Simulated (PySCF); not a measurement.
Radial density of Tc (technetium, neutral)

UHF, [Kr] 4d5 5s1 5p1, high-spin 8P determinant (an excited configuration). All numbers are calculated (PySCF 2.14, scalar relativity through the core potential, in aug-cc-pVDZ-PP with ECP28MDF (5s5p4d2f, 54 functions)). This is the valence pseudo-density: the core potential removes the inner electrons and smooths the orbitals near the nucleus.

| r (bohr) | 4πr²ρ (e/bohr) | 4πr²(ρα − ρβ) |
| --- | --- | --- |
| 0.0234 | 1.036e-05 | 0.0000 |
| 0.0393 | 2.747e-05 | 0.0000 |
| 0.0661 | 7.461e-05 | 0.0000 |
| 0.111 | 0.0003295 | 0.0001 |
| 0.187 | 0.003544 | 0.0011 |
| 0.315 | 0.07567 | 0.0235 |
| 0.529 | 1.917 | 0.3914 |
| 0.891 | 11.23 | 2.4223 |
| 1.50 | 7.412 | 3.2021 |
| 2.52 | 1.653 | 1.4884 |
| 4.24 | 0.5028 | 0.5024 |
| 7.13 | 0.06053 | 0.0605 |
| 12.0 | 0.0005296 | 0.0005 |

Energies and moments cover only the electrons outside the core potential.
